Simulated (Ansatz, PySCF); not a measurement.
Energy difference R1 + R2 → P1 + P2, each structure at its B3LYP-D3(BJ)/def2-TZVP stationary point, reached from a drawn start (curvature not checked).
P1, O2 (SMILES O=O) (charge 0, multiplicity 3, Z-matrix in Å and degrees):
```
O
O 1 1.2043
```
R1, O3 (SMILES O=[O+][O-]) (charge 0, multiplicity 1):
```xyz
3

O      0.0000     1.0761    -0.2143
O      0.0000     0.0000     0.4286
O      0.0000    -1.0761    -0.2143
```
R2, BrHg (SMILES [Br][Hg]) (charge 0, multiplicity 2):
```
atom   x (Å)   y (Å)    z (Å)
----  ------  ------  -------
Hg    0.0000  0.0000  -1.3082
Br    0.0000  0.0000   1.3082
```
P2, BrHgO (SMILES [O]=[Hg][Br]) (charge 0, multiplicity 2):
```xyz
3

Hg     0.0051     0.0015    -0.1401
Br    -0.0825    -0.0247     2.2671
O      0.0774     0.0233    -2.1271
```

P less R. No zero-point or thermal terms; singlets are restricted closed shells; open shells are unrestricted; no spin–orbit coupling. The spin states of the d-block species are the ones drawn and need not be the lowest.

Frozen-core correlation throughout. In cc and def2 sets filled d and f shells under p-block atoms count as core. CBS: X⁻³ extrapolation of the correlation energy, Hartree–Fock from the larger set.

Run with Ansatz (a program for electronic structure) with Gaussian orbitals; PySCF for the D3/D4 terms. Each number belongs to the level named beside it. Elements past Kr take the def2 small-core potentials, without spin–orbit coupling.

PBE/def2-TZVPP gives -110.6 kJ/mol for the reaction energy.

Question: Predict the shift from PBE, with its sign, for: PBE-D3(BJ)/def2-TZVPP, r2SCAN/def2-TZVPP, B3LYP/def2-TZVPP, wB97M-V/def2-TZVPP, B2PLYP/def2-TZVPP, MP2/CBS(def2-TZVPP, def2-QZVPP), CCSD(T)/CBS(def2-TZVPP, def2-QZVPP).

Answer: PBE-D3(BJ)/def2-TZVPP -0.7; r2SCAN/def2-TZVPP -64.3; B3LYP/def2-TZVPP -59.5; wB97M-V/def2-TZVPP -82.3; B2PLYP/def2-TZVPP -36.0; MP2/CBS(def2-TZVPP, def2-QZVPP) 16.7; CCSD(T)/CBS(def2-TZVPP, def2-QZVPP) -40.3 kJ/mol. 1 of 7 lie above PBE; the widest gap is to wB97M-V/def2-TZVPP.

Doubts at one or more of the structures used: other coupled-cluster roots may lie near (CCSD(T)/CBS(def2-TZVPP, def2-QZVPP)).
